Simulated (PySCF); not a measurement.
**PySCF run on Al²⁺**

File input.py (PySCF 2.14):

```python
from pyscf import gto, dft, solvent

mol = gto.M(
    atom='Al 0 0 0',
    basis='jorge-tzp-dkh',
    charge=2,
    spin=1,
    symmetry=True,
    verbose=3,
)
mf = dft.UKS(mol, xc='pw6b95')
mf = mf.sfx2c1e()
mf = solvent.PCM(mf)
mf.with_solvent.eps = 20.5
mf = mf.newton()
mf.kernel()
mf.analyze()
print('orbital energies (hartree):', [e[max(0, n-3):n+3].round(4) for e, n in zip(mf.mo_energy, mol.nelec)])
```

```bash
$ OMP_NUM_THREADS=1 python input.py
```

The log (some set-up lines and the per-cycle HOMO/LUMO lines with their warnings removed):

```
WARN: PCM is an experimental feature. It is still in testing.
Features and APIs may be changed in the future.

converged SCF energy = -242.584516966412  <S^2> = 0.75001271  2S+1 = 2.0000127
**** MO energy ****
alpha MO #1 (s+0 #1), energy= -56.8026547698053 occ= 1
alpha MO #2 (s+0 #2), energy= -4.55480470369069 occ= 1
alpha MO #3 (p-1 #1), energy= -3.06433085033219 occ= 1
alpha MO #4 (p+0 #1), energy= -3.06433085034525 occ= 1
alpha MO #5 (p+1 #1), energy= -3.06433085033461 occ= 1
alpha MO #6 (s+0 #3), energy= -0.48654143053483 occ= 1
alpha MO #7 (p-1 #2), energy= -0.167965957760729 occ= 0
alpha MO #8 (p+0 #2), energy= -0.167965957774318 occ= 0
alpha MO #9 (p+1 #2), energy= -0.167965957778766 occ= 0
[31 lines left out]
beta  MO #1 (s+0 #1), energy= -56.7954513278837 occ= 1
beta  MO #2 (s+0 #2), energy= -4.54164760739617 occ= 1
beta  MO #3 (p-1 #1), energy= -3.05612531709532 occ= 1
beta  MO #4 (p+0 #1), energy= -3.05612531710841 occ= 1
beta  MO #5 (p+1 #1), energy= -3.05612531709774 occ= 1
beta  MO #6 (s+0 #3), energy= -0.314967558745803 occ= 0
beta  MO #7 (p-1 #2), energy= -0.0762410069420851 occ= 0
beta  MO #8 (p+0 #2), energy= -0.0762410069590454 occ= 0
[32 lines left out]
 ** Mulliken pop alpha/beta on meta-lowdin orthogonal AOs **
 ** Mulliken atomic charges   ( Nelec_alpha | Nelec_beta ) **
charge of  0Al =      2.00000  (     6.00000      5.00000 )
Dipole moment(X, Y, Z, Debye):  0.00000, -0.00000,  0.00000
orbital energies (hartree): [array([-3.0643, -3.0643, -0.4865, -0.168 , -0.168 , -0.168 ]), array([-3.0561, -3.0561, -3.0561, -0.315 , -0.0762, -0.0762])]
```

In short: E(SCF) = -242.584517 Eh, ⟨S²⟩ = 0.750.

Run time: 6.7 s on 1 thread of Arm Neoverse N1 (shared host).

No search for the lowest solution was made.
